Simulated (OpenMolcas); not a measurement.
## Levels of S V by method

```yaml
Program: OpenMolcas 26.06
Basis: ANO-L-VQZP [6s5p3d2f]
Scalar_Hamiltonian: non-relativistic, point nucleus
Active_space: 2 electrons in 9 orbitals (RAS2 3s 3p; RAS3 3d, at most 2 electrons)
State_averaging: 2S+1 = 3 even, 3 roots (0 in the spin-orbit step); 2S+1 = 1 even, 1 root; 2S+1 = 3 odd, 3 roots; 2S+1 = 1 odd, 3 roots
Spin-orbit_coupling: state interaction with AMFI integrals over the reference wave functions, term energies averaged over their components
```

Methods on the same reference wave functions:
A. RASSCF
B. SS-RASPT2, IPEA 0.25 Eh, imaginary shift 0.1 Eh (closed shells correlated: 2s 2p)

Energies in eV above 3s2 1S0, the measured ground level; measured values from NIST levels in Podobedova, Kelleher and Wiese, J. Phys. Chem. Ref. Data 38, 171 (2009); Martin, Zalubas and Musgrove, J. Phys. Chem. Ref. Data 19, 821 (1990).

```json
{"Level": "3s2 1S0", "A": "0.0000", "B": "0.0000", "Measured": "0.0000"}
{"Level": "3s 3p 3P* 0", "A": "10.0094", "B": "10.063", "Measured": "10.2937"}
{"Level": "3s 3p 3P* 1", "A": "10.0499", "B": "10.103", "Measured": "10.3395"}
{"Level": "3s 3p 3P* 2", "A": "10.1324", "B": "10.186", "Measured": "10.4339"}
{"Level": "3s 3p 1P* 1", "A": "15.9345", "B": "15.770", "Measured": "15.7647"}
```

Deviations, from unrounded energies. A percentage is the sum of absolute deviations over the sum of measured energies, with the sign that they share, or ± where signs differ.

| Against measurement | Levels | A | B |
| --- | --- | --- | --- |
| mean absolute deviation (cm-1) | 4 | 2100 | 1500 |
| other configurations (%) | 4 | ±2.2 | ±1.5 |

B lies closest to measurement on these levels. The largest miss of B in the table is 3s 3p 3P* 2, by -2000 cm-1. The ranking rests on the paired levels alone, and a cruder setting can come out closer through cancelling errors.

The lowest spin-free term lies below A's lowest term by 0.039 hartree in B.

Active for correlation alone: 3d; no level in the range computed is led by a configuration that fills it, so any true level of that kind is missing. Measured partners are found by configuration, term and J. A level has none where our copy of the source lacks it or the pairing is in doubt (some pairs that miss far off the trend of their configuration count as doubtful), and it then counts in no deviation. Levels of configurations outside the active space are missing.

* marks odd parity.
